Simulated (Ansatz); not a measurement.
Basis-set extrapolation for `C1=C[SiH2]O1` (PBE0-D4/def2-TZVP geometry, frozen core, Ansatz 0.2.0). Multiplicity 1, RHF reference.

```json
{"": "HF", "def2-TZVPP": "-441.913818", "def2-QZVPP": "-441.930132"}
{"": "MP2 correlation", "def2-TZVPP": "-0.665696", "def2-QZVPP": "-0.713812"}
{"": "CCSD(T) correlation", "def2-TZVPP": "-0.722668", "def2-QZVPP": "not run"}
```

Energies in hartree. Use E(X) = E(∞) + A·exp(−7.88·√X) for Hartree–Fock and E(X) = E(∞) + B·X^(−2.97) for correlation, with X = 3 and 4, and add CCSD(T) minus MP2 of the smaller set to the MP2 limit.

Q: What is the CCSD(T) energy at the basis-set limit?

A: HF limit: -441.930132 + (-0.016314) × 0.13774 = -441.93238. MP2 limit: -0.713812 + (-0.048116) × 0.74074 = -0.74945. Higher-order term: -0.722668 − (-0.665696) = -0.05697. Total: -442.73880 hartree, 64.2 kcal/mol below CCSD(T)/def2-TZVPP.
